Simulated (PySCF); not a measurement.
Rh: ionisation energy

Rh [Kr] 4d8 5s1 (4F) → Rh⁺ [Kr] 4d8 (3F), as a difference of total energies. Computed with PySCF 2.14 in def2-SVP with the def2 core potential (28 electrons) (5s3p2d1f, 31 functions), with a scalar-relativistic core potential. Correlated levels: valence: 4s2 4p6 frozen. The calculations carry no spin-orbit coupling.

Question: Order these methods by the ionisation energy they give, lowest first.
A. LDA
B. MN15
C. UHF
D. SCS-MP2 (valence)

Answer: C (6.307 eV), D (6.772 eV), B (7.687 eV), A (8.192 eV).

Errors of the correlated levels include the incompleteness of this basis and the frozen core.

For comparison: 7.479 eV (measured; NIST levels, between the centres of gravity of the two terms).
